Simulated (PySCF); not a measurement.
Molfile (atoms numbered from 1):
```
C6H9N3O
     RDKit          3D

 19 19  0  0  0  0  0  0  0  0999 V2000
    2.3970   -0.8525    0.2540 C   0  0  0  0  0  0  0  0  0  0  0  0
    1.6337   -0.3692   -0.9752 C   0  0  0  0  0  0  0  0  0  0  0  0
    0.6949    0.6589   -0.6179 N   0  0  0  0  0  0  0  0  0  0  0  0
    1.0097    1.9275   -0.7527 N   0  0  0  0  0  0  0  0  0  0  0  0
    0.0382    2.6592   -0.3339 N   0  0  0  0  0  0  0  0  0  0  0  0
   -0.9496    1.8660    0.0899 C   0  0  0  0  0  0  0  0  0  0  0  0
   -0.5534    0.5413   -0.0791 C   0  0  0  0  0  0  0  0  0  0  0  0
   -1.2416   -0.7194    0.1875 C   0  0  0  0  0  0  0  0  0  0  0  0
   -2.6470   -0.5632    0.7087 C   0  0  0  0  0  0  0  0  0  0  0  0
   -0.7252   -1.8004    0.0007 O   0  0  0  0  0  0  0  0  0  0  0  0
    1.7162   -1.3253    0.9573 H   0  0  0  0  0  0  0  0  0  0  0  0
    3.1442   -1.5809   -0.0452 H   0  0  0  0  0  0  0  0  0  0  0  0
    2.8933   -0.0167    0.7419 H   0  0  0  0  0  0  0  0  0  0  0  0
    2.3193    0.0760   -1.6992 H   0  0  0  0  0  0  0  0  0  0  0  0
    1.0906   -1.2006   -1.4296 H   0  0  0  0  0  0  0  0  0  0  0  0
   -1.8604    2.2685    0.4817 H   0  0  0  0  0  0  0  0  0  0  0  0
   -3.2530   -0.0273   -0.0188 H   0  0  0  0  0  0  0  0  0  0  0  0
   -3.0787   -1.5438    0.8901 H   0  0  0  0  0  0  0  0  0  0  0  0
   -2.6380    0.0110    1.6323 H   0  0  0  0  0  0  0  0  0  0  0  0
  1  2  1  0
  2  3  1  0
  3  4  1  0
  4  5  2  0
  5  6  1  0
  6  7  2  0
  7  8  1  0
  8  9  1  0
  8 10  2  0
  7  3  1  0
  1 11  1  0
  1 12  1  0
  1 13  1  0
  2 14  1  0
  2 15  1  0
  6 16  1  0
  9 17  1  0
  9 18  1  0
  9 19  1  0
M  END
```

- coordinates at the GFN2-xTB level
- GIAO PBE0/pcSseg-1 shieldings
- code: PySCF 2.14.0 with density-fitted response routines
- equivalent nuclei averaged, in vacuum, one conformer, relativity neglected

δ = σ(ref) − σ, references computed at the same level: TMS for ¹³C.

Question: Do the ¹³C shifts follow the atomic charges (in e)? Tabulate both.

Answer: 
```json
{"atoms": "C8", "hybridisation": "sp2", "δ (ppm)": "193.0", "σ para (ppm)": "-252", "Hirshfeld": "+0.16", "IAO": "+0.37", "Mulliken": "+0.24", "ESP-fitted": "+0.52"}
{"atoms": "C6", "hybridisation": "sp2", "δ (ppm)": "143.5", "σ para (ppm)": "-211", "Hirshfeld": "-0.03", "IAO": "-0.09", "Mulliken": "+0.02", "ESP-fitted": "+0.19"}
{"atoms": "C7", "hybridisation": "sp2", "δ (ppm)": "138.4", "σ para (ppm)": "-211", "Hirshfeld": "+0.00", "IAO": "-0.05", "Mulliken": "+0.19", "ESP-fitted": "-0.28"}
{"atoms": "C2", "hybridisation": "sp3", "δ (ppm)": "46.7", "σ para (ppm)": "-106", "Hirshfeld": "-0.01", "IAO": "-0.16", "Mulliken": "+0.01", "ESP-fitted": "+0.06"}
{"atoms": "C9", "hybridisation": "sp3", "δ (ppm)": "30.9", "σ para (ppm)": "-98", "Hirshfeld": "-0.12", "IAO": "-0.48", "Mulliken": "-0.25", "ESP-fitted": "-0.42"}
{"atoms": "C1", "hybridisation": "sp3", "δ (ppm)": "19.0", "σ para (ppm)": "-80", "Hirshfeld": "-0.12", "IAO": "-0.42", "Mulliken": "-0.29", "ESP-fitted": "-0.17"}
```

Correlation coefficients of δ with charge over these carbons: Hirshfeld +0.86, IAO +0.91, Mulliken +0.89, ESP-fitted +0.68; with the paramagnetic shielding -1.00. With so few points, grouped by hybridisation, these coefficients are fragile. Charge is one influence among several: hybridisation and low-lying excitations act through the paramagnetic term.

Shifts are as computed. Against solution values, carbons near 30 ppm lie about +3 ppm off and those near 130 ppm about +5 ppm. Of 1211 compounds with measured shifts, 218 miss one by over three times the rms of a fit or turn the order of signals round; such compounds aren't used in these exercises.
